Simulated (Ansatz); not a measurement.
Molecule: CH₃Si, charge 0, multiplicity 2. It need not be the lowest isomer of its formula. SMILES: C=[SiH]
Geometry: optimised at B3LYP-D3(BJ)/def2-TZVP (Ansatz, an electronic-structure program).

Atomisation energy built up term by term with Ansatz (kcal/mol; UHF references for open shells; valence terms freeze the core; atomic spin-orbit terms are left out). CBS(X,Y): correlation extrapolated as X^-3; Hartree-Fock from the larger set.

The UHF reference is spin-contaminated (<S^2> 0.44 over the pure value in the largest basis). The T1 diagnostic of CCSD in the largest basis is 0.068, which is high, so the coupled-cluster rows are less sure than usual.

| term | basis | kcal/mol |
|---|---|---|
| Hartree-Fock | cc-pV(Q+d)Z | 271.24 |
| CCSD correlation | CBS(cc-pV(T+d)Z,cc-pV(Q+d)Z) | 87.39 |
| (T) | CBS(cc-pV(T+d)Z,cc-pV(Q+d)Z) | 6.46 |
| CCSDT - CCSD(T) | cc-pV(D+d)Z | 0.95 |
| core correlation | cc-pwCVTZ | 0.83 |
| scalar relativity (X2C) | cc-pVTZ-DK against cc-pVTZ | -0.64 |
| sum: De |  | 366.2 |

(T) makes 1.8 % of the CCSD(T) atomisation energy; under 5 % is typical of single-reference molecules.
